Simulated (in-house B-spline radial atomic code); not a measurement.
Configurations of Ti²⁺, with energies counted from [Ar] 3d2. All numbers are computed (non-relativistic TPSSh, spin-polarised, spherical fractional occupations, exact exchange averaged over the configuration; point nucleus) with an all-electron radial atomic-structure program (B-spline basis), not measured. Shells without spins written out take the highest spin.

Occupations are held fixed; configurations that lie above the ionisation limit could autoionise.

```tsv
configuration	E - E(ref) (eV)	highest orbital	its <r> (bohr)
[Ar] 3d1 4p1	9.6721	4p up	3.253
[Ar] 3d1 4f1	19.572	4f up	5.784
[Ne] 3s2 3p5 3d2 4s1	38.565	4s up	2.764
```

(1) Order these further configurations by energy, lowest first.
A. [Ne] 3s2 3p5 3d2 4p1
B. [Ne] 3s2 3p5 3d2 4f1
C. [Ne] 3s2 3p5 3d3
D. [Ar] 3d1 4s1

## Answers

(1) D (4.8766 eV), C (32.331 eV), A (43.506 eV), B (53.681 eV).
